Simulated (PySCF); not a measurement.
## A PySCF run on SeF

State: ²Π (doublet), unpaired electrons π ↑.

An equivalent input (the run itself took its basis sets from the Basis Set Exchange, started from a PBE0 density and held the occupation σ 10α 10β, πx 5α 4β, πy 5α 5β, δx 1α 1β, δy 1α 1β):

```python
from pyscf import gto, dft
mol = gto.M(atom='Se 0 0 0; F 0 0 1.743', basis={'Se': 'def2-TZVPP', 'F': 'def2-TZVPP'},
            charge=0, spin=1, verbose=4, symmetry='C2v')
mf = dft.UKS(mol, xc='PW91,PW91')
mf.grids.atom_grid = (80, 434)
mf.grids.prune = dft.gen_grid.treutler_prune
mf.irrep_nelec = {'A1': (11, 11), 'A2': (1, 1), 'B1': (5, 4), 'B2': (5, 5)}
mf.conv_tol = 1e-9
mf.max_cycle = 60
mf.diis_space = 10
mf.kernel()
```

The log (some set-up lines and the per-cycle HOMO/LUMO lines removed):

```
******** <class 'pyscf.dft.uks_symm.SymAdaptedUKS'> ********
method = SymAdaptedUKS
damping factor = 0
level_shift factor = 0
DIIS = <class 'pyscf.scf.diis.CDIIS'>
diis_start_cycle = 1
diis_space = 10
diis_damp = 0
SCF conv_tol = 1e-09
SCF conv_tol_grad = None
SCF max_cycles = 60
number electrons alpha = 22  beta = 21
Set gradient conv threshold to 3.16228e-05
init E= -2501.50937955553
cycle= 1 E= -2501.5113436306  delta_E= -0.00196  |g|= 0.0552  |ddm|= 0.0988
cycle= 2 E= -2501.50574172382  delta_E= 0.0056  |g|= 0.137  |ddm|= 0.099
cycle= 3 E= -2501.51234109663  delta_E= -0.0066  |g|= 0.0181  |ddm|= 0.0689
cycle= 4 E= -2501.51237998193  delta_E= -3.89e-05  |g|= 0.00369  |ddm|= 0.00745
cycle= 5 E= -2501.51238530833  delta_E= -5.33e-06  |g|= 0.000478  |ddm|= 0.00292
cycle= 6 E= -2501.51238540594  delta_E= -9.76e-08  |g|= 0.000149  |ddm|= 0.000553
cycle= 7 E= -2501.51238541538  delta_E= -9.44e-09  |g|= 2.69e-05  |ddm|= 0.000119
cycle= 8 E= -2501.51238541584  delta_E= -4.57e-10  |g|= 5.04e-06  |ddm|= 3.35e-05
Extra cycle  E= -2501.51238541584  delta_E= -2.73e-12  |g|= 5.2e-06  |ddm|= 1.05e-05
converged SCF energy = -2501.51238541584  <S^2> = 0.75210592  2S+1 = 2.0021048
```

Repeating this along the bond gives Re = 1.766 Å and ωe = 663 cm⁻¹.

A point of this curve took 1.3 CPU seconds beside 0.44 for the integrals, on Arm Neoverse V1 (shared host).

Spin–orbit coupling is left out. The state was picked by a PBE0 search and need not be the measured ground state.
